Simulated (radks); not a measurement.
Results of a calculation; reference values are marked as such.
Q: These are the eigenvalues of the occupied orbitals of an atom or ion with whole-number occupations (eV). Code: a radial shooting solver on a logarithmic mesh with Libxc functionals. Model: scalar-relativistic Kohn-Sham, SCAN, spin-polarised, spherical densities, finite nucleus; meta-GGA in the generalised Kohn-Sham scheme; Fermi nuclear charge, rms radius of each element as measured or else 0.836 A^(1/3) + 0.57 fm.

orbital  eigenvalue
1s up     -79287.21
1s down   -79282.16
2s up     -17987.76
2s down   -17984.13
2p up     -16358.02
2p down   -16352.59
3s up     -7322.910
3s down   -7300.780
3p up     -6837.514

Which element is it, and in what charge state? The configuration may be excited. Open shells, if any, are filled with parallel spins first.

A: Z = 76, osmium, charge +63: Os63+ in [Ne] 3s2 3p1. The list shows which subshells hold electrons but not how many an open one holds; the 1s level, -2913.8 hartree, gives Z - s = 76.3 by -(Z - s)^2/2, which with screening and relativity narrows Z to a few neighbours, and the depths of the outer levels then fix element, charge and occupations together.
